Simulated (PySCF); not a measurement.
```xyz
4
charge 0 multiplicity 1, angstrom
Ag   -0.1619    0.0000    1.3473
Ag    0.1675    0.0000   -1.3761
H     0.5869    0.0000    2.8174
H    -1.0868    0.0000   -0.2125
```

All numbers come from PySCF, PBE0, basis Ag def2-TZVP with ECP28, H def2-TZVP (scalar-relativistic core potentials, no spin–orbit coupling, density fitting).

This geometry of Ag₂H₂ is a stationary point at this level.

(1) What is the point group?

(2) Is it a minimum?

(3) List the harmonic modes with their infrared intensities.

(4) Give the ideal-gas entropy at 298.15 K and 1 bar by parts.

(5) What is the atomisation energy, with and without zero-point energy?

## Answers

(1) Cs.

(2) Yes: all harmonic wavenumbers are real.

(3) 
```
symmetry  ω (cm⁻¹)  IR (km/mol)
      a'       114         14.2
      a'       320          121
     a''       484          126
      a'      1023          181
      a'      1446          8.9
      a'      1771         99.8
```

(4) translation 175.9, rotation 101.6, vibration 22.2, spin 0.0; total 299.7 J/(mol K).

(5) 536 kJ/mol without, 505 kJ/mol with.

Only a few start shapes were tried, so a lower isomer may exist.
